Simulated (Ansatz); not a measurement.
Reaction (formal exchange of groups at the Al–C bond): `C=[C](Cl)[AlH][F]` + `C=O` → `O=[CH][AlH][F]` + `C=CCl`

Gas-phase electronic energies from Ansatz, PBE0-D4/def2-TZVP geometries. CBS: MP2 limit from def2 TZ/QZ plus the TZ coupled-cluster correction, frozen cores. This one scheme is used for every species. DFT in def2-TZVPP. HSE06 is defined as in plane-wave codes. Each species was taken in one conformer, which may not be the lowest.

`C=[C](Cl)[AlH][F]`:

Cartesian coordinates in Å:
```
C 1.228 0.237 -0.658
C -0.012 -0.241 -0.570
Cl -0.702 -1.090 -1.923
Al -1.036 0.009 1.058
F -2.565 -0.586 1.164
H 1.848 0.127 -1.543
H 1.659 0.767 0.187
H -0.419 0.777 2.284
```

`C=O`:

```xyz
4

C     0.004    0.003   -0.001
O    -0.921   -0.665    0.354
H     1.003   -0.435   -0.199
H    -0.086    1.097   -0.154
```

`O=[CH][AlH][F]`:

Cartesian coordinates in Å:
```
O -0.004 -0.106 -1.928
C -0.602 -0.180 -0.877
Al 0.501 0.152 0.775
F -0.236 0.071 2.248
H -1.692 -0.420 -0.899
H 2.034 0.483 0.681
```

`C=CCl`:

Z-matrix (Å, degrees):
```
C
C 1 1.320
H 1 1.083 2 119.4
H 1 1.083 2 122.2 3 180.0
Cl 2 1.721 1 123.5 3 -180.0
H 2 1.083 1 123.6 3 -0.0
```

```
   level  ΔE (eV)
PBE-QIDH     0.37
   HSE06     0.31
```

**Question.** What does CCSD(T)/CBS give? (An estimate is asked.)

**Answer.** Ansatz gave: +0.35 eV. The listed levels differ from it by 0.02, -0.04 eV.

Largest T1 diagnostic among the species: 0.015.

The D4 term adds +0.05 eV with B3LYP and +0.03 eV with PBE0; it sums over pairs of atoms, weighted by their polarisabilities, and B3LYP, whose exchange is more repulsive, gets the larger term. From BLYP to BHLYP (50 % exact exchange), in def2-TZVPP and without D4, ΔE moves by +0.09 eV.

B3LYP here is the variant with VWN-RPA as its local correlation; programs differ in this.
